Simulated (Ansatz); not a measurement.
CH5F2NOSi, SMILES `NC(F)(F)O[SiH3]`, relaxed with RKS PBE0-D4/def2-TZVP in Ansatz from a PBE-D4/def2-SVP geometry. The force threshold is 0.005 eV/Å; the program also tests the step.

Charge 0, multiplicity 1.

Start:

```xyz
11

N     1.482    0.875    1.130
C     0.815    0.072    0.189
F     1.102    0.513   -1.089
F     1.261   -1.253    0.177
O    -0.525    0.086    0.418
Si   -1.681   -0.335   -0.775
H     1.119    0.698    2.071
H     2.492    0.704    1.106
H    -2.917   -0.621    0.018
H    -1.236   -1.550   -1.534
H    -1.913    0.812   -1.712
```

Problem. How much energy does the relaxation release, and in how many steps? (An estimate is asked.)

Solution. Computed: 0.06 eV, in 7 steps.

Problem. Which bonds change most? (Estimate.)

Solution. Ansatz gave: O5–Si6 from 1.713 to 1.672 Å; C2–F4 from 1.398 to 1.378 Å; C2–F3 from 1.382 to 1.362 Å; Si6–H11 from 1.499 to 1.481 Å.

Problem. Give the relaxed structure. (An estimate is asked.)

Solution. Ansatz gave: 
```xyz
11

N     1.449    0.863    1.130
C     0.816    0.061    0.176
F     1.105    0.527   -1.071
F     1.298   -1.229    0.153
O    -0.512    0.028    0.388
Si   -1.668   -0.340   -0.762
H     1.090    0.669    2.053
H     2.452    0.745    1.102
H    -2.896   -0.560    0.033
H    -1.290   -1.562   -1.509
H    -1.847    0.798   -1.692
```
